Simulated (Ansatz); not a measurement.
Abridged output of a molecular run in Ansatz:

```
Functional definition: HF
1002 factors; integrals over basis functions are off by at most 1.1e-3 eV
mean field evaluation 1: about -44824.3109 eV, gradient 4.5e1 eV
mean field evaluation 2: about -44824.3140 eV, gradient 4.5e1 eV
mean field evaluation 4: about -44828.5459 eV, gradient 2.7e0 eV
mean field evaluation 8: about -44828.5745 eV, gradient 1.0e-4 eV
mean field -44828.57450406 eV, -1647.4197271250 hartree, gradient 1.3e-6 eV, S^2 0.000000; 0 other end points of the search recorded, 0 dependent functions left out
22 core orbitals not correlated: weight in the atoms' cores, before any rotation towards them, 1.000 or more for the frozen orbitals, at most 0.000 for the correlated occupied ones
reference -44828.57450406 eV, -1647.4197271250 hartree; 18, 18 occupied and 70, 70 virtual orbitals, 1002 factors
second order -21.87331934 eV of doubles, -0.00000000 eV of singles
cycle   1  -22.34785833 eV  change   -4.7e-1 eV  update   1.1e-1
cycle   2  -22.86079334 eV  change   -5.1e-1 eV  update   3.0e-2
cycle   3  -22.98049551 eV  change   -1.2e-1 eV  update   1.5e-2
cycle   4  -22.97327033 eV  change    7.2e-3 eV  update   2.9e-3
cycle   5  -22.97225616 eV  change    1.0e-3 eV  update   1.2e-3
cycle   6  -22.97246883 eV  change   -2.1e-4 eV  update   3.6e-4
cycle   7  -22.97227932 eV  change    1.9e-4 eV  update   1.3e-4
cycle   8  -22.97227347 eV  change    5.9e-6 eV  update   3.5e-5
perturbative correction -0.56373489 eV, -0.0207168749 hartree
Total energy: -44852.11051241 eV, -1648.2846594787 hartree
```

Its atoms:

Cartesian coordinates in Å:
```
Cl 1.556 1.140 2.019
Si 0.746 0.900 0.182
O 0.901 -0.643 -0.427
Si -0.757 -0.814 -0.406
Cl -1.416 -2.249 0.856
O -0.912 0.734 0.193
H 1.253 1.962 -0.695
H -1.370 -1.030 -1.722
```

**Question.** Which basis set was used?
A. def2-SVP
B. def2-QZVPP
C. cc-pV(T+d)Z
D. def2-TZVPPD

**Answer.** A. It gives 110 functions.

**Question.** Write the keys of the input that set method, charge and spin (a neutral closed shell needs none for the last two).

**Answer.** 
```yaml
correlation: {method: ccsd_t}
```
